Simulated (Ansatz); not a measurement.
SnH6S, closed shell: a relaxation.

Input (in.yaml):

```yaml
crystal:
  periodic: [false, false, false]
  atoms:
    - {symbol: Sn, position_ang: [-0.811636, -0.214702, -0.393368]}
    - {symbol: S, position_ang: [1.525386, -0.561599, 1.104877]}
    - {symbol: H, position_ang: [-0.508051, -1.609166, -1.309129]}
    - {symbol: H, position_ang: [-1.672915, -0.420444, 1.067729]}
    - {symbol: H, position_ang: [-1.713143, 0.953103, -1.286420]}
    - {symbol: H, position_ang: [1.259214, 0.479217, -0.205825]}
    - {symbol: H, position_ang: [0.738891, 0.936744, -0.913331]}
    - {symbol: H, position_ang: [1.182255, 0.436947, 1.935566]}
basis:
  gaussian: {orbitals: def2-SVP}
hamiltonian: {xc: {name: BLYP}, dispersion: d4}
relax: {f_tol: 0.01, max_steps: 60, escape_saddle: true}
```

Command:

```bash
ansatz run in.yaml --threads 2 --pin off --events-out ev --progress --plain --max-ram 4352MiB
```

Output of Ansatz 0.2.0:

```
Error: invalid value for `relax.escape_saddle`: a Gaussian basis doesn't support `true`; leave it out, and run phonons on the result
```

The run took about 0.05 s on 2 CPU threads (shared host).


The program refused the input.